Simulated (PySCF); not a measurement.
In(Cl)(SiH3)2, H6ClInSi2, SMILES [SiH3][In]([Cl])[SiH3], singlet, PBE0/def2-SVP optimised geometry.

```
10

In    -1.36    -1.67    -2.06
Cl    -0.61    -3.93    -1.99
Si    -2.78    -1.27    -4.19
H     -3.35     0.11    -4.22
H     -3.91    -2.25    -4.23
H     -1.92    -1.47    -5.40
Si    -0.51    -0.37     0.00
H     -0.99     1.04     0.00
H      0.99    -0.37     0.00
H     -0.99    -1.04     1.25
```

Density from PySCF with PBE0/def2-TZVP, def2 effective core potentials past Kr at that geometry. The core electrons that the potentials of In replace are not part of the density.

Minimum of the electron density along straight lines between bonded atoms, close to the bond critical point (lines longer than 1.1 times the sum of covalent radii, or with two minima, are not listed):

```json
[
 {"bond": "In1–Cl2", "length / Å": "2.385", "ρ at the minimum / e bohr⁻³": "0.077", "∇²ρ there / e bohr⁻⁵": "0.20", "position (fraction from the first atom)": "0.48"},
 {"bond": "In1–Si3", "length / Å": "2.585", "ρ at the minimum / e bohr⁻³": "0.069", "∇²ρ there / e bohr⁻⁵": "-0.03", "position (fraction from the first atom)": "0.51"},
 {"bond": "Si3–H4", "length / Å": "1.496", "ρ at the minimum / e bohr⁻³": "0.117", "∇²ρ there / e bohr⁻⁵": "0.15", "position (fraction from the first atom)": "0.49"},
 {"bond": "Si3–H5", "length / Å": "1.495", "ρ at the minimum / e bohr⁻³": "0.117", "∇²ρ there / e bohr⁻⁵": "0.15", "position (fraction from the first atom)": "0.49"},
 {"bond": "Si3–H6", "length / Å": "1.496", "ρ at the minimum / e bohr⁻³": "0.117", "∇²ρ there / e bohr⁻⁵": "0.15", "position (fraction from the first atom)": "0.49"},
 {"bond": "In1–Si7", "length / Å": "2.585", "ρ at the minimum / e bohr⁻³": "0.069", "∇²ρ there / e bohr⁻⁵": "-0.03", "position (fraction from the first atom)": "0.51"},
 {"bond": "Si7–H8", "length / Å": "1.496", "ρ at the minimum / e bohr⁻³": "0.117", "∇²ρ there / e bohr⁻⁵": "0.15", "position (fraction from the first atom)": "0.49"},
 {"bond": "Si7–H9", "length / Å": "1.495", "ρ at the minimum / e bohr⁻³": "0.117", "∇²ρ there / e bohr⁻⁵": "0.15", "position (fraction from the first atom)": "0.49"},
 {"bond": "Si7–H10", "length / Å": "1.495", "ρ at the minimum / e bohr⁻³": "0.117", "∇²ρ there / e bohr⁻⁵": "0.15", "position (fraction from the first atom)": "0.49"}
]
```
